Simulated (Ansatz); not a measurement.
Harmonic frequencies (cm⁻¹) at PBE0-D4/def2-TZVP from Ansatz: 58, 79, 90, 114, 166, 192, 212, 218, 224, 449, 466, 679, 688, 739, 740, 744, 744, 2083, 2086, 3449, 3449.

Problem. Which molecule is it?
A. `[I][Zr]([I])([I])[I]`
B. `[OH][Zr]([F])([Cl])[Cl]`
C. `C#[C][Zr]([F])([F])[C]#C`
D. `C[S][Zr]([F])([F])[Cl]`

Solution. C.
